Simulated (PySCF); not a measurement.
SnFBr, SMILES [Sn]([F])[Br] (connectivity only; charge and spin as stated), neutral, multiplicity 1. Geometry: B3LYP-D3(BJ)/def2-TZVP. The def2 effective core potentials stand for the cores of Sn; spin–orbit coupling is left out.

All values below come from B3LYP-D3(BJ)/def2-TZVP (PySCF 2.14.0).

Harmonic wavenumbers (cm⁻¹): 133, 238, 575. Rotational constants (GHz): 8.684, 1.468, 1.256; symmetry number 1.

Q: Work out the zero-point energy and the ideal-gas rigid-rotor harmonic-oscillator thermochemistry at 298.15 K and 1 atm.

A: ZPE = ½ Σ hcν = ½ × 946 cm⁻¹ = 5.66 kJ/mol. H − E(el) = 19.12 kJ/mol. Entropy in J/(mol K): translation 175.88, rotation 114.63, vibration 21.80, total 312.31. G − E(el) = -73.99 kJ/mol. Cp = 53.29 J/(mol K). Modes under 150 cm⁻¹ make the vibrational entropy uncertain.
